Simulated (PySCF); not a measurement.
H3O3Si, SMILES O[Si](O)O, multiplicity 2. Atoms are numbered in the order given.

```xyz
7

O     -1.5624    -0.1116    -0.2315
Si     0.0000     0.0000     0.3774
O      0.6845     1.4089    -0.2315
O      0.8779    -1.2972    -0.2315
H     -2.1587     0.5882     0.0909
H      1.5888     1.5754     0.0909
H      0.5700    -2.1636     0.0909
```
Charge 0, spin multiplicity 2.

Geometry optimised at PBE-D3(BJ)/def2-SVP. The isomer is the one that the SMILES or the coordinates give; other isomers of the formula were not compared. The values are those of a single conformer.

Method: PBE/pcH-1 in PySCF.

Unrestricted Kohn–Sham, ⟨S²⟩ = 0.751. Hyperfine tensors hold the contact and dipolar terms, without spin-orbit corrections.

Computed hyperfine couplings:
| nucleus | A(iso) (MHz) | A(iso) (G) | dipolar principal values (MHz) |
|---|---|---|---|
| 17O no. 1 | -32.8 | -11.7 | -38.3, 18.3, 20.1 |
| 29Si no. 2 | -828.3 | -295.6 | -100.7, 50.4, 50.4 |
| 17O no. 3 | -32.8 | -11.7 | -38.3, 18.3, 20.1 |
| 17O no. 4 | -32.8 | -11.7 | -38.3, 18.3, 20.1 |
| 1H no. 5 | -7.7 | -2.8 | -10.8, -3.6, 14.4 |
| 1H no. 6 | -7.7 | -2.8 | -10.8, -3.6, 14.4 |
| 1H no. 7 | -7.7 | -2.8 | -10.8, -3.6, 14.4 |

Problem. And the g tensor (effective nuclear charges for spin-orbit coupling, GIAO)? (An estimate is asked for; the answer gives what the named calculation found.)

Solution. principal values 2.0010, 2.0010, 2.0018; isotropic 2.0013.
